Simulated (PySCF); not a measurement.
C3H8GeSi, SMILES CC1=[CH][GeH2][SiH2]1.

Geometry optimised at PBE0-D3(BJ)/def2-SVP. The structure was generated by enumeration, and PubChem lists no compound with its InChIKey, so it may never have been made.

Vertical ionisation energy (IE) and electron affinity (EA) in eV. Rows of orbital energies are one-electron estimates. Where ΔSCF, EOM or ADC give a negative EA the extra electron is unbound and the value depends on the basis.

```
level                                          IE    EA
-------------------------------------------  ----  ----
−ε(HOMO), −ε(LUMO), ωB97X/def2-TZVP (PySCF)     …     …
−ε(HOMO), −ε(LUMO), PBE/def2-TZVP (PySCF)    6.41  1.39
```

### Question
Complete the blanks. (The exact figures need the calculation; the answer reports its results.)

### Answer

- −ε(HOMO), −ε(LUMO), ωB97X/def2-TZVP (PySCF), IE: 9.70
- −ε(HOMO), −ε(LUMO), ωB97X/def2-TZVP (PySCF), EA: -1.82
